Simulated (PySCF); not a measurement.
PySCF input (TPSS/def2-TZVPD):

```python
from pyscf import gto, scf, dft

mol = gto.M(
    atom='''
    O    -1.41870754    0.58902210    0.00232765
    Se    0.01180350   -0.30243437    0.00972876
    O     1.36854264    0.69632397   -0.04367488
    ''',
    basis='def2-tzvpd',
    charge=-1,
    spin=1,
    verbose=4,
)

mf = dft.UKS(mol, xc='tpss').density_fit(auxbasis='def2-universal-jkfit')
mf.grids.level = 3
mf.conv_tol = 1e-9
mf.max_cycle = 100
mf.max_memory = 1500
mf.kernel()
if not mf.converged:
    mf = mf.newton()
    mf.kernel(mf.make_rdm1())
for _ in range(2):
    mo, _, stable, _ = mf.stability(return_status=True)
    if stable:
        break
    mf.kernel(mf.make_rdm1(mo, mf.mo_occ))
mf.analyze()
```

Output:

```
PySCF version 2.14.0

[INPUT] verbose = 4
[INPUT] num. atoms = 3
[INPUT] num. electrons = 51
[INPUT] charge = -1
[INPUT] spin (= nelec alpha-beta = 2S) = 1
[INPUT] symmetry False subgroup None
[INPUT] Mole.unit = angstrom
[INPUT] Symbol           X                Y                Z      unit          X                Y                Z       unit  Magmom
[INPUT]  1 O     -1.418707540000   0.589022100000   0.002327650000 AA   -2.680968701455   1.113090450316   0.004398621014 Bohr   0.0
[INPUT]  2 Se     0.011803500000  -0.302434370000   0.009728760000 AA    0.022305382311  -0.571518129955   0.018384691932 Bohr   0.0
[INPUT]  3 O      1.368542640000   0.696323970000  -0.043674880000 AA    2.586170779389   1.315861597270  -0.082533561723 Bohr   0.0

nuclear repulsion = 182.927596386149
number of shells = 47
number of NR pGTOs = 222
number of NR cGTOs = 137
basis = def2-tzvpd
ecp = {}

******** <class 'pyscf.df.df_jk.DFUKS'> ********
method = DFUKS
initial guess = minao
damping factor = 0
level_shift factor = 0
DIIS = <class 'pyscf.scf.diis.CDIIS'>
diis_start_cycle = 1
diis_space = 8
diis_damp = 0
SCF conv_tol = 1e-09
SCF conv_tol_grad = None
SCF max_cycles = 100
direct_scf = False
number electrons alpha = 26  beta = 25
XC library pyscf.dft.libxc version 7.1.2
    S. Lehtola, C. Steigemann, M. J. T. Oliveira, and M. A. L. Marques,  SoftwareX 7, 1–5 (2018)
XC functionals = tpss
    J. Tao, J. P. Perdew, V. N. Staroverov, and G. E. Scuseria,  Phys. Rev. Lett. 91, 146401 (2003)
    J. P. Perdew, J. Tao, V. N. Staroverov, and G. E. Scuseria,  J. Chem. Phys. 120, 6898 (2004)
    J. Tao, J. P. Perdew, V. N. Staroverov, and G. E. Scuseria,  Phys. Rev. Lett. 91, 146401 (2003)
    J. P. Perdew, J. Tao, V. N. Staroverov, and G. E. Scuseria,  J. Chem. Phys. 120, 6898 (2004)
radial grids:
    Treutler-Ahlrichs [JCP 102, 346 (1995); DOI:10.1063/1.469408] (M4) radial grids

becke partition: Becke, JCP 88, 2547 (1988); DOI:10.1063/1.454033
pruning grids: <function nwchem_prune>
grids dens level: 3
symmetrized grids: False
atomic radii adjust function: <function treutler_atomic_radii_adjust>
small_rho_cutoff = 0
Set gradient conv threshold to 3.16228e-05
tot grids = 48592
init E= -2551.35189292498
  alpha nocc = 26  HOMO = -0.196710319334564  LUMO = -0.0661055569429372
  beta  nocc = 25  HOMO = -0.351550041939307  LUMO = -0.196710319334549

WARN: HOMO -0.196710319334564 >= LUMO -0.196710319334549

cycle= 1 E= -2551.60441946573  delta_E= -0.253  |g|= 1.08  |ddm|= 1.33
[...]
  beta  nocc = 25  HOMO = -0.0266822932256999  LUMO = 0.0871086361435118
  HOMO = 0.0468335922657  LUMO = 0.0871086361435  gap/eV = 1.09594
Extra cycle  E= -2552.03570590023  delta_E= 7.28e-12  |g|= 6.83e-06  |ddm|= 8.19e-06
converged SCF energy = -2552.03570590023  <S^2> = 0.75335821  2S+1 = 2.0033554
uhf_internal: lowest eigs of H = [0.45798869 0.48057511 0.49267836]
<class 'pyscf.df.df_jk.DFUKS'> wavefunction is stable in the internal stability analysis
**** SCF Summaries ****
Total Energy =                       -2552.035705900229004
Nuclear Repulsion Energy =             182.927596386148963
One-electron Energy =                -3925.746899830312486
Two-electron Energy =                 1190.783597543934093
Two-electron Coulomb Energy =         1295.236518970542193
DFT Exchange-Correlation Energy =     -104.452921426608100
HOMO-LUMO gap [eV] =                     1.095939765930441
**** MO energy ****
                             alpha | beta                alpha | beta
MO #1   energy= -452.649989093956  | -452.649135930773  occ= 1 | 1
MO #2   energy= -57.3872742122635  | -57.3869861586006  occ= 1 | 1
MO #3   energy= -51.4578138889293  | -51.4575329261013  occ= 1 | 1
MO #4   energy= -51.4570746164278  | -51.4566884289475  occ= 1 | 1
MO #5   energy= -51.4569793184309  | -51.4554769662372  occ= 1 | 1
MO #6   energy= -18.6598472815964  | -18.6528342503138  occ= 1 | 1
MO #7   energy= -18.659844661504   | -18.6528318171153  occ= 1 | 1
MO #8   energy= -7.45497460993537  | -7.45378156702504  occ= 1 | 1
MO #9   energy= -5.41364299032002  | -5.41310801329478  occ= 1 | 1
MO #10  energy= -5.41013987643283  | -5.40959459292151  occ= 1 | 1
MO #11  energy= -5.40913578297428  | -5.40614595349909  occ= 1 | 1
MO #12  energy= -1.81851233917737  | -1.81821032213413  occ= 1 | 1
MO #13  energy= -1.81824063306672  | -1.81737257440657  occ= 1 | 1
MO #14  energy= -1.81624143953956  | -1.81375083695022  occ= 1 | 1
MO #15  energy= -1.81383173487126  | -1.81096477769315  occ= 1 | 1
MO #16  energy= -1.81368359284536  | -1.81087778910541  occ= 1 | 1
MO #17  energy= -0.708371773589789 | -0.696913766272623 occ= 1 | 1
MO #18  energy= -0.649075426506997 | -0.635938449929746 occ= 1 | 1
MO #19  energy= -0.357536124576349 | -0.339852922572696 occ= 1 | 1
MO #20  energy= -0.153826213907818 | -0.148126801290043 occ= 1 | 1
MO #21  energy= -0.141566155857843 | -0.134182005372061 occ= 1 | 1
MO #22  energy= -0.140386157439401 | -0.113005203087898 occ= 1 | 1
MO #23  energy= -0.0583444012586143 | -0.029444902599614 occ= 1 | 1
MO #24  energy= -0.0339105689969899 | -0.0267157384371487 occ= 1 | 1
MO #25  energy= -0.0333169586912963 | -0.0266822932256999 occ= 1 | 1
MO #26  energy= 0.0468335922657417 | 0.0871086361435118 occ= 1 | 0
MO #27  energy= 0.129251786078232  | 0.135217716916361  occ= 0 | 0
MO #28  energy= 0.137630744660904  | 0.140284477162374  occ= 0 | 0
MO #29  energy= 0.141129380107125  | 0.152057141720316  occ= 0 | 0
MO #30  energy= 0.151465368321162  | 0.154119596969883  occ= 0 | 0
MO #31  energy= 0.204629397975135  | 0.209676102795043  occ= 0 | 0
MO #32  energy= 0.207428071898515  | 0.213084523077968  occ= 0 | 0
MO #33  energy= 0.219024041965652  | 0.223682577895322  occ= 0 | 0
MO #34  energy= 0.237221663051696  | 0.23824124703937   occ= 0 | 0
MO #35  energy= 0.244962758820673  | 0.24709174018628   occ= 0 | 0
MO #36  energy= 0.249143127213205  | 0.255334612721939  occ= 0 | 0
MO #37  energy= 0.259961971651321  | 0.265103613950332  occ= 0 | 0
MO #38  energy= 0.286732451241154  | 0.287625983897864  occ= 0 | 0
MO #39  energy= 0.290563135489643  | 0.299287387253753  occ= 0 | 0
MO #40  energy= 0.316793775252152  | 0.320673484570922  occ= 0 | 0
MO #41  energy= 0.329001334471751  | 0.335858717349174  occ= 0 | 0
MO #42  energy= 0.355129702579598  | 0.358711987539711  occ= 0 | 0
MO #43  energy= 0.361087671473245  | 0.363105504623322  occ= 0 | 0
MO #44  energy= 0.383858306270203  | 0.387191562195607  occ= 0 | 0
MO #45  energy= 0.387625939621696  | 0.3891669056643    occ= 0 | 0
MO #46  energy= 0.476099127720087  | 0.488729011321505  occ= 0 | 0
MO #47  energy= 0.488961677858495  | 0.494406122854663  occ= 0 | 0
MO #48  energy= 0.530419005677501  | 0.533075001275832  occ= 0 | 0
MO #49  energy= 0.538626134703734  | 0.545508317575938  occ= 0 | 0
MO #50  energy= 0.549492595175504  | 0.558475571309331  occ= 0 | 0
MO #51  energy= 0.587958410247341  | 0.601119041491045  occ= 0 | 0
MO #52  energy= 0.591349608227197  | 0.601971103724238  occ= 0 | 0
MO #53  energy= 0.603723627580375  | 0.615002271853407  occ= 0 | 0
MO #54  energy= 0.624381432332056  | 0.626340279456211  occ= 0 | 0
MO #55  energy= 0.634752187136067  | 0.635848500912679  occ= 0 | 0
MO #56  energy= 0.6722056138364    | 0.67562631214123   occ= 0 | 0
MO #57  energy= 0.688061833911287  | 0.698496142027996  occ= 0 | 0
MO #58  energy= 0.694536074061948  | 0.702448298622268  occ= 0 | 0
MO #59  energy= 0.706412712921865  | 0.70799101961901   occ= 0 | 0
MO #60  energy= 0.716537060911079  | 0.722302769034626  occ= 0 | 0
MO #61  energy= 0.725455890782283  | 0.7286032548573    occ= 0 | 0
MO #62  energy= 0.763953699806762  | 0.768112366360928  occ= 0 | 0
MO #63  energy= 0.830278322758375  | 0.833032813517868  occ= 0 | 0
MO #64  energy= 0.900694993721827  | 0.911758907737822  occ= 0 | 0
MO #65  energy= 0.900731883206767  | 0.913536383248415  occ= 0 | 0
MO #66  energy= 0.960861010995119  | 0.964422985322381  occ= 0 | 0
MO #67  energy= 0.962397005225423  | 0.964850531034212  occ= 0 | 0
MO #68  energy= 0.985969707852283  | 0.990146325935236  occ= 0 | 0
MO #69  energy= 1.00047874320676   | 1.00406743637806   occ= 0 | 0
MO #70  energy= 1.02178717642956   | 1.02638895121118   occ= 0 | 0
MO #71  energy= 1.16406065847991   | 1.16580801434584   occ= 0 | 0
MO #72  energy= 1.1992870019119    | 1.20443418462763   occ= 0 | 0
MO #73  energy= 1.37450770178284   | 1.38295879505435   occ= 0 | 0
MO #74  energy= 1.39617254713441   | 1.41312992418513   occ= 0 | 0
MO #75  energy= 1.41480252392737   | 1.42816557106422   occ= 0 | 0
MO #76  energy= 1.449954477821     | 1.4675094398655    occ= 0 | 0
MO #77  energy= 1.46859859557175   | 1.47143301482101   occ= 0 | 0
MO #78  energy= 1.50187577574687   | 1.5113765887578    occ= 0 | 0
MO #79  energy= 1.56755613113423   | 1.57584097620289   occ= 0 | 0
MO #80  energy= 1.56778865419003   | 1.5886087374196    occ= 0 | 0
MO #81  energy= 1.61365826241323   | 1.62619685549865   occ= 0 | 0
MO #82  energy= 1.67023960345372   | 1.6846647799653    occ= 0 | 0
MO #83  energy= 1.69795149642474   | 1.70767754725077   occ= 0 | 0
MO #84  energy= 1.7048119720458    | 1.7178769114637    occ= 0 | 0
MO #85  energy= 1.79760126103389   | 1.80376512884389   occ= 0 | 0
MO #86  energy= 1.92309305369133   | 1.93656954240512   occ= 0 | 0
MO #87  energy= 1.95662180044122   | 1.9703921026277    occ= 0 | 0
MO #88  energy= 1.95982602376841   | 1.97128171678408   occ= 0 | 0
MO #89  energy= 1.96102900776613   | 1.97412794550741   occ= 0 | 0
MO #90  energy= 2.10136008482282   | 2.10799686194997   occ= 0 | 0
MO #91  energy= 2.20757805847079   | 2.21371260914629   occ= 0 | 0
MO #92  energy= 2.23786887736876   | 2.25547350047017   occ= 0 | 0
MO #93  energy= 2.25203140522219   | 2.25712386447261   occ= 0 | 0
MO #94  energy= 2.27106832060695   | 2.2872889827745    occ= 0 | 0
MO #95  energy= 2.35235425798758   | 2.35594593137746   occ= 0 | 0
MO #96  energy= 2.58781349528232   | 2.59380848565179   occ= 0 | 0
MO #97  energy= 2.59228062182041   | 2.59808887829609   occ= 0 | 0
MO #98  energy= 2.91657068970377   | 2.94440879736475   occ= 0 | 0
MO #99  energy= 2.92810713657498   | 2.95528644480683   occ= 0 | 0
MO #100 energy= 2.97389383769325   | 2.98167145055392   occ= 0 | 0
MO #101 energy= 3.04414620312028   | 3.05199394381214   occ= 0 | 0
MO #102 energy= 3.23984153853351   | 3.25142483694592   occ= 0 | 0
MO #103 energy= 3.25313172271108   | 3.26451250233253   occ= 0 | 0
MO #104 energy= 3.59263760923734   | 3.60376287558405   occ= 0 | 0
[...]
```
